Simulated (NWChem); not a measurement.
AgF; SMILES [F][Ag]

Computed with NWChem. Structure relaxed at the PBE0-D3(BJ)/def2-TZVP level. def2 effective core potentials on Ag; no spin-orbit coupling.

Question: Estimate the computed values for PBE/def2-QZVP. Quantities: highest occupied level (eV); orbital gap (eV); dipole (D).

Answer: 
```yaml
highest occupied level (eV): -6.62
orbital gap (eV): 2.44
dipole (D): 5.04
```
